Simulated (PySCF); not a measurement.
# Reading the logs of faulty runs: BGeH8NSi

All numbers below are calculated, not measured. The program is PySCF 2.14.0, an open-source quantum chemistry code, run on an isolated molecule that a program drew, which may never have been made. The molecule is BGeH8NSi (charge 0, singlet), drawn as the SMILES string `B[NH][GeH2][SiH3]`.

Each row is a Hartree-Fock (HF) and frozen-core CCSD(T) single point in the cc-pV(D+d)Z basis, meant for a local HF minimum. Run 1 is clean. Each other run has one planted mistake out of seven kinds, and not every kind appears here: one electron removed, one electron added, multiplicity raised by two, geometry at a saddle point, minimal basis STO-3G, one bond length entered in bohr, all coordinates scaled. The reference is restricted for singlets and unrestricted otherwise, and also for a bond in bohr. Adding or removing an electron swaps singlet and doublet. Electrons count all cores. HOMO and LUMO are orbital energies over both spins, the gradient is its largest component, and the lowest frequency (negative if imaginary) is given only where the gradient is small. Bond lengths are over the 11 bonds as drawn. T1 is the CCSD diagnostic: over 0.02 (restricted) or 0.045 (unrestricted) a single reference is doubtful. Germanium has the cc-pVDZ-PP basis, with a core potential (ECP10MDF) in place of its 10 inner electrons, and its 3s, 3p and 3d shells are frozen in CCSD(T).

Geometry of the clean run:
```xyz
12
BGeH8NSi, angstrom
B    -0.4848    1.4452   -0.6701
N     0.4188    0.3952   -0.8427
Ge    0.2315   -1.3905   -0.3387
Si   -1.8922   -1.7714    0.7189
H    -0.2074    2.5512   -1.0556
H    -1.5452    1.2457   -0.1338
H     1.2855    0.6210   -1.2956
H     0.3915   -2.2517   -1.6011
H     1.3961   -1.7368    0.6017
H    -1.9493   -3.2072    1.0862
H    -3.0018   -1.4664   -0.2104
H    -2.0217   -0.9540    1.9448
```

| run | electrons | basis functions | <S^2> | HOMO (eV) | LUMO (eV) | gradient (hartree/bohr) | lowest frequency (cm^-1) | mean bond (Å) | longest bond (Å) | T1 | HF (hartree) | CCSD(T) (hartree) | mistake |
|---|---|---|---|---|---|---|---|---|---|---|---|---|---|
| 1 | 66 | 114 | 0.000 | -10.93 | 3.43 | 2.7e-05 | 54 | 1.5082 | 2.403 | 0.0140 | -666.14371 | -666.68315 | no fault |
| 2 | 67 | 114 | 0.760 | 2.34 | 8.08 | 5.8e-02 | - | 1.5082 | 2.403 | 0.0207 | -666.03672 | -666.60323 | one electron added |
| 3 | 65 | 114 | 0.761 | -15.65 | -7.10 | 8.6e-02 | - | 1.5082 | 2.403 | 0.0326 | -665.81407 | -666.30775 | one electron removed |
| 4 | 66 | 114 | 2.022 | -4.72 | -0.26 | 1.3e-01 | - | 1.5082 | 2.403 | 0.0152 | -665.94684 | -666.45438 | multiplicity raised by two |
| 5 | 66 | 114 | 0.000 | -10.99 | 3.53 | 1.5e-02 | - | 1.4826 | 2.362 | 0.0135 | -666.14044 | -666.67735 | ? |

**Which mistake was planted in run 5, and what did it cost?**

The mean and the longest bond both change by the same factor, 0.983, and the gradient is no longer small. So the mistake is: all coordinates scaled. Subtracting run 1 and multiplying by 627.51 kcal/mol a hartree, the energy moved by 2.1 kcal/mol in HF and 3.6 kcal/mol in CCSD(T).

Cautions from the logs. Run 2: the HOMO is above zero, so the electron isn't bound and the energy depends on the basis.
